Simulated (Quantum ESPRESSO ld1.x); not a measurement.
These are the eigenvalues of the occupied orbitals of an atom or ion with whole-number occupations (hartree). All-electron calculation, Dirac Kohn-Sham, PBEsol, spin-unpolarised, spherical densities, point nucleus. Program: ld1.x of Quantum ESPRESSO 7.5.

| orbital | eigenvalue |
|---|---|
| 1s1/2 | -1367.53 |
| 2s1/2 | -216.078 |
| 2p1/2 | -203.559 |
| 2p3/2 | -189.541 |
| 3s1/2 | -45.6037 |
| 3p1/2 | -40.3491 |
| 3p3/2 | -37.6399 |
| 3d3/2 | -28.4151 |
| 3d5/2 | -27.8374 |
| 4s1/2 | -8.94115 |
| 4p1/2 | -7.03149 |
| 4p3/2 | -6.46519 |
| 4d3/2 | -3.34617 |
| 4d5/2 | -3.24998 |
| 5s1/2 | -1.23702 |
| 5p1/2 | -0.74168 |
| 5p3/2 | -0.66493 |
| 6s1/2 | -0.11929 |

Which element is it, and in what charge state? The configuration may be excited. Open shells, if any, are shared by 2j + 1.

Answer. Z = 56, barium, charge 0: Ba in [Xe] 6s2. The list shows which subshells hold electrons but not how many an open one holds; the 1s level, -1367.5 hartree, gives Z - s = 52.3 by -(Z - s)^2/2, which with screening and relativity narrows Z to a few neighbours, and the depths of the outer levels then fix element, charge and occupations together.
